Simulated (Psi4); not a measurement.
trifluoromethane (CHF3), singlet, at a GFN2-xTB geometry; PBE0/def2-SVP (Psi4).

Input for Psi4:
```
memory 2 GB

molecule mol {
0 1
C     0.001846    0.001479    0.337026
H     0.007891    0.006322    1.440843
F     0.027274    1.242683   -0.133867
F     1.061987   -0.646440   -0.131245
F    -1.091368   -0.597932   -0.119665
}

set {
  basis def2-svp
  reference rks
  scf_type pk
  puream true
  d_convergence 1e-8
  dft_radial_points 99
  dft_spherical_points 590
}

energy('pbe0')
print_variables()
```

### Question
Predict the main parts of the log of this Psi4 run.

### Answer

```
   => Loading Basis Set <=

    Name: DEF2-SVP
    Role: ORBITAL
    Keyword: BASIS

         ---------------------------------------------------------
                                   SCF
               by Justin Turney, Rob Parrish, Andy Simmonett
                          and Daniel G. A. Smith
                              RKS Reference
         ---------------------------------------------------------

  ==> Geometry <==

    Molecular point group: c1
    Full point group: C1

    Geometry (in Angstrom), charge = 0, multiplicity = 1:

       Center              X                  Y                   Z               Mass
    ------------   -----------------  -----------------  -----------------  -----------------
         C            0.001987777970     0.001592835538     0.362935147271    12.000000000000
         H            0.008032777970     0.006435835538     1.466752147271     1.007825032230
         F            0.027415777970     1.242796835538    -0.107957852729    18.998403162730
         F            1.062128777970    -0.646326164462    -0.105335852729    18.998403162730
         F           -1.091226222030    -0.597818164462    -0.093755852729    18.998403162730

  Running in c1 symmetry.

  Rotational constants: A =      0.34818  B =      0.34818  C =      0.19126 [cm^-1]
  Rotational constants: A =  10438.06046  B =  10438.05640  C =   5733.71343 [MHz]
  Nuclear repulsion =  134.277046098897102

  Charge       = 0
  Multiplicity = 1
  Electrons    = 34
  Nalpha       = 17
  Nbeta        = 17

  ==> Algorithm <==

  SCF Algorithm Type is PK.
  DIIS enabled.
  MOM disabled.
  Fractional occupation disabled.
  Guess Type is SAD.
  Energy threshold   = 1.00e-06
  Density threshold  = 1.00e-08
  Integral threshold = 1.00e-12

  ==> Primary Basis <==

  Basis Set: DEF2-SVP
    Blend: DEF2-SVP
    Number of shells: 27
    Number of basis functions: 61
    Number of Cartesian functions: 65
    Spherical Harmonics?: true
    Max angular momentum: 2

  ==> DFT Potential <==

   => LibXC <=

    Version 7.1.2
    S. Lehtola, C. Steigemann, M. J. T. Oliveira, and M. A. L. Marques,  SoftwareX 7, 1–5 (2018) (10.1016/j.softx.2017.11.002)

   => Composite Functional: PBE0 <=

    PBE0 Hyb-GGA Exchange-Correlation Functional

    C. Adamo and V. Barone,  J. Chem. Phys. 110, 6158 (1999) (10.1063/1.478522)
    M. Ernzerhof and G. E. Scuseria,  J. Chem. Phys. 110, 5029 (1999) (10.1063/1.478401)

    Deriv               =              1
    GGA                 =           TRUE
    Meta                =          FALSE

    Exchange Hybrid     =           TRUE
    MP2 Hybrid          =          FALSE

   => Exchange Functionals <=

    0.7500   Perdew, Burke & Ernzerhof

   => Exact (HF) Exchange <=

    0.2500               HF

   => Correlation Functionals <=

    1.0000   Perdew, Burke & Ernzerhof

   => LibXC Density Thresholds  <==

    XC_HYB_GGA_XC_PBEH:  1.00E-15

   => Molecular Quadrature <=

    Radial Scheme          =       TREUTLER
    Pruning Scheme         =           NONE
    Nuclear Scheme         =       TREUTLER

    Blocking Scheme        =         OCTREE
    BS radius alpha        =              1
    Pruning alpha          =              1
    Radial Points          =             99
    Spherical Points       =            590
    Total Points           =         280523
    Total Blocks           =           2110
    Max Points             =            256
    Max Functions          =             60
    Weights Tolerance      =       1.00E-15

  ==> Integral Setup <==

  Using in-core PK algorithm.
   Calculation information:
      Number of atoms:                   5
      Number of AO shells:              27
      Number of primitives:             53
      Number of atomic orbitals:        65
      Number of basis functions:        61

      Integral cutoff                 1.00e-12
      Number of threads:                 1

  Performing in-core PK
  Using 3577772 doubles for integral storage.
  We computed 70148 shell quartets total.
  Whereas there are 71631 unique shell quartets.

  ==> DiskJK: Disk-Based J/K Matrices <==

    J tasked:                  Yes
    K tasked:                  Yes
    wK tasked:                  No
    Schwarz Cutoff:          1E-12

  Minimum eigenvalue in the overlap matrix is 1.6464158913E-02.
  Reciprocal condition number of the overlap matrix is 4.0161596371E-03.
    Using symmetric orthogonalization.

  ==> Pre-Iterations <==

  SCF Guess: Superposition of Atomic Densities via on-the-fly atomic UHF (no occupation information).

   -------------------------
    Irrep   Nso     Nmo
   -------------------------
     A         61      61
   -------------------------
    Total      61      61
   -------------------------

  ==> Iterations <==

                        Total Energy        Delta E     RMS |[F,P]|

   @RKS iter SAD:  -337.43607379280542   -3.37436e+02   0.00000e+00
   @RKS iter   1:  -337.60836365260229   -1.72290e-01   6.39095e-03 DIIS/ADIIS
   @RKS iter   2:  -337.58555774250453    2.28059e-02   7.79428e-03 DIIS/ADIIS
   @RKS iter   3:  -337.65371006816270   -6.81523e-02   4.83085e-04 DIIS/ADIIS
   @RKS iter   4:  -337.65406913229901   -3.59064e-04   1.13184e-04 DIIS/ADIIS
   @RKS iter   5:  -337.65408787185436   -1.87396e-05   1.21134e-05 DIIS
   @RKS iter   6:  -337.65408806919322   -1.97339e-07   1.13559e-06 DIIS
   @RKS iter   7:  -337.65408807091490   -1.72167e-09   1.63700e-07 DIIS
   @RKS iter   8:  -337.65408807095582   -4.09273e-11   1.46286e-08 DIIS
   @RKS iter   9:  -337.65408807095611   -2.84217e-13   3.31046e-09 DIIS
  Energy and wave function converged.

  ==> Post-Iterations <==

   Electrons on quadrature grid:
      Ntotal   =   34.0000000785 ; deviation = 7.853e-08

    Orbital Energies [Eh]
    ---------------------

    Doubly Occupied:

       1A    -24.807985     2A    -24.807890     3A    -24.807889
       4A    -10.478934     5A     -1.341115     6A     -1.245454
       7A     -1.245453     8A     -0.732083     9A     -0.629036
      10A     -0.615417    11A     -0.615417    12A     -0.489278
      13A     -0.489278    14A     -0.452205    15A     -0.452205
      16A     -0.429470    17A     -0.408335

    Virtual:

      18A      0.088898    19A      0.162990    20A      0.162991
      21A      0.233636    22A      0.379263    23A      0.452653
      24A      0.452654    25A      0.565083    26A      0.605090
      27A      1.034811    28A      1.034812    29A      1.105390
      30A      1.105391    31A      1.138518    32A      1.336531
      33A      1.336531    34A      1.340646    35A      1.460503
      36A      1.496576    37A      1.496576    38A      1.689750
      39A      1.689751    40A      1.790446    41A      1.860159
      42A      1.860159    43A      1.884793    44A      2.074735
      45A      2.074736    46A      2.684062    47A      3.008462
      48A      3.037073    49A      3.037073    50A      3.049227
      51A      3.054272    52A      3.054272    53A      3.058203
      54A      3.204021    55A      3.204021    56A      3.424905
      57A      3.552852    58A      3.552852    59A      3.702750
      60A      3.860982    61A      3.860982

    Final Occupation by Irrep:
              A
    DOCC [    17 ]
    NA   [    17 ]
    NB   [    17 ]

  @RKS Final Energy:  -337.65408807095611

   => Energetics <=

    Nuclear Repulsion Energy =            134.2770460988971024
    One-Electron Energy =                -735.8587382394877068
    Two-Electron Energy =                 291.8768984363974823
    DFT Exchange-Correlation Energy =     -27.9492943667630200
    Empirical Dispersion Energy =           0.0000000000000000
    VV10 Nonlocal Energy =                  0.0000000000000000
    Total Energy =                       -337.6540880709561065

Computation Completed

Properties will be evaluated at   0.000000,   0.000000,   0.000000 [a0]

Properties computed using the SCF density matrix

 Multipole Moments:

 ------------------------------------------------------------------------------------
     Multipole            Electronic (a.u.)      Nuclear  (a.u.)        Total (a.u.)
 ------------------------------------------------------------------------------------

 L = 1.  Multiply by 2.5417464519 to convert [e a0] to [Debye]
 Dipole X            :         -0.0058206            0.0091169            0.0032963
 Dipole Y            :         -0.0046617            0.0073046            0.0026428
 Dipole Z            :         -1.0628676            1.6646919            0.6018243
 Magnitude           :                                                    0.6018391

 ------------------------------------------------------------------------------------

  Variable Map:
  ----------------------------------------------------------------------------
  "CURRENT ENERGY"              =>    -337.654088070956
  "CURRENT REFERENCE ENERGY"    =>    -337.654088070956
  "DD SOLVATION ENERGY"         =>       0.000000000000
  "DFT FUNCTIONAL TOTAL ENERGY" =>    -337.654088070956
  "DFT TOTAL ENERGY"            =>    -337.654088070956
  "DFT VV10 ENERGY"             =>       0.000000000000
  "DFT XC ENERGY"               =>     -27.949294366763
  "GRID ELECTRONS ALPHA"        =>      17.000000039266
  "GRID ELECTRONS BETA"         =>      17.000000039266
  "GRID ELECTRONS TOTAL"        =>      34.000000078532
  "NUCLEAR REPULSION ENERGY"    =>     134.277046098897
  "ONE-ELECTRON ENERGY"         =>    -735.858738239488
  "PCM POLARIZATION ENERGY"     =>       0.000000000000
  "PE ENERGY"                   =>       0.000000000000
  "SCF ITERATION ENERGY"        =>    -337.654088070956
  "SCF ITERATIONS"              =>       9.000000000000
  "SCF TOTAL ENERGY"            =>    -337.654088070956
  "TWO-ELECTRON ENERGY"         =>     291.876898436397
  "XC GRID RADIAL POINTS"       =>      99.000000000000
  "XC GRID SPHERICAL POINTS"    =>     590.000000000000
  "XC GRID TOTAL POINTS"        =>  280523.000000000000

  Array Variable Map:
  ----------------------------------------------------------------------------
  "CURRENT DIPOLE"              =>       0.003296279033 ... 0.601824263815 1 by 3
  "SCF DIPOLE"                  =>       0.003296279033 ... 0.601824263815 1 by 3
  "SCF TOTAL ENERGIES"          =>    -337.436073792805 ... -337.654088070956 1 by 10
```
